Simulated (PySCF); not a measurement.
# What a mistake does to a calculation on AlBCH5Si cation

Calculated results; nothing here was measured. They come from PySCF 2.14.0, an open-source quantum chemistry program, on an isolated molecule that a program drew, which may never have been made. The molecule is AlBCH5Si cation (charge +1, singlet), drawn as the SMILES string `[AlH+][B]=C[SiH3]`.

Each row is a Hartree-Fock (HF) and frozen-core CCSD(T) single point in the cc-pV(D+d)Z basis, meant for a local HF minimum. Run 1 is clean. Each other run has one planted mistake out of seven kinds, and not every kind appears here: one electron removed, one electron added, multiplicity raised by two, geometry at a saddle point, minimal basis STO-3G, one bond length entered in bohr, all coordinates scaled. The reference is restricted for singlets and unrestricted otherwise, and also for a bond in bohr. Adding or removing an electron swaps singlet and doublet. Electrons count all cores. HOMO and LUMO are orbital energies over both spins, the gradient is its largest component, and the lowest frequency (negative if imaginary) is given only where the gradient is small. Bond lengths are over the 8 bonds as drawn. T1 is the CCSD diagnostic: over 0.02 (restricted) or 0.045 (unrestricted) a single reference is doubtful.

Geometry of the clean run:
```xyz
9
AlBCH5Si cation, angstrom
Al   -0.4720   -1.1431   -1.8695
B    -0.2725   -0.2643   -0.0392
C    -0.0479    0.4097    1.1388
Si    1.2236    1.8306    1.0512
H    -0.6248   -1.8095   -3.2534
H    -0.5217    0.2078    2.0955
H     1.7043    1.8803   -0.3493
H     0.5423    3.0854    1.4094
H     2.3320    1.5182    1.9682
```

| run | electrons | basis functions | <S^2> | HOMO (eV) | LUMO (eV) | gradient (hartree/bohr) | lowest frequency (cm^-1) | mean bond (Å) | longest bond (Å) | T1 | HF (hartree) | CCSD(T) (hartree) | mistake |
|---|---|---|---|---|---|---|---|---|---|---|---|---|---|
| 1 | 42 | 99 | 0.000 | -13.66 | -5.30 | 2.3e-05 | 46 | 1.5475 | 2.040 | 0.0201 | -595.99214 | -596.40993 | no fault |
| 2 | 42 | 33 | 0.000 | -11.48 | -0.32 | 5.1e-02 | - | 1.5475 | 2.040 | 0.0157 | -589.06398 | -589.29420 | minimal basis STO-3G |
| 3 | 41 | 99 | 0.757 | -20.99 | -11.35 | 4.5e-02 | - | 1.5475 | 2.040 | 0.0271 | -595.53977 | -595.90967 | one electron removed |
| 4 | 43 | 99 | 0.853 | -6.60 | 0.38 | 3.8e-02 | - | 1.5475 | 2.040 | 0.0297 | -596.21137 | -596.64332 | one electron added |
| 5 | 42 | 99 | 1.294 | -11.98 | -5.60 | 4.5e-02 | - | 1.7598 | 3.607 | 0.0967 | -595.87709 | -596.27598 | ? |

**Which mistake was planted in run 5, and what did it cost?**

The mean bond changes by a factor of 1.137 and the longest by 1.768, so the molecule wasn't scaled as a whole. A length L in bohr read as angstrom grows by (1/0.5292 - 1) L = 0.890 L. The 8 bonds together grew by 8 x 0.2123 = 1.698 Å, which gives L = 1.909 Å. That is bond C3-Si4, 1.909 Å in the clean geometry. So the mistake is: one bond length entered in bohr. Subtracting run 1 and multiplying by 627.51 kcal/mol a hartree, the energy moved by 72.2 kcal/mol in HF and 84.1 kcal/mol in CCSD(T).

Cautions from the logs. Run 1: T1 is over the limit, so its CCSD(T) energy is less reliable; run 5: T1 is over the limit, so its CCSD(T) energy is less reliable.
